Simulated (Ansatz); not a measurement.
Consider the formal exchange of groups at a B–F bond: `CB(F)CO` + `FC1=CCCC1` → `CBCO` + `FC1=CCCC1F`.

Computed with Ansatz on PBE0-D4/def2-TZVP structures; ΔE is electronic, products minus reactants. CBS: MP2 limit from def2 TZ/QZ plus the TZ coupled-cluster correction, frozen cores. Functionals use def2-TZVPP. One conformer a species, not always the lowest.

```tsv
level	ΔE (kcal/mol)
B97M-V	52.6
CAM-B3LYP-D4	52.1
```

Task: What does CCSD(T)/CBS give? (An estimate is asked.)

Result: The calculation gave: +53.1 kcal/mol. The listed levels differ from it by -0.5, -1.0 kcal/mol.

Largest T1 diagnostic among the species: 0.011.

From r2SCAN to r2SCAN0 (25 % exact exchange), in def2-TZVPP and without D4, ΔE moves by +1.0 kcal/mol. Leaving LDA and LC-ωPBE aside and taking each functional with its dispersion term where it has one, the values, not all of them listed here, spread over 3.4 kcal/mol, from revPBE-D4 to PBE-QIDH. At CCSD(T), def2-SVP lies +3.4 kcal/mol from the extrapolated value and def2-TZVPP +0.3 kcal/mol.

CCSD(T)/CBS has its own doubt, a few kJ/mol and more with outer-core shells, so smaller differences from it don't rank the levels.
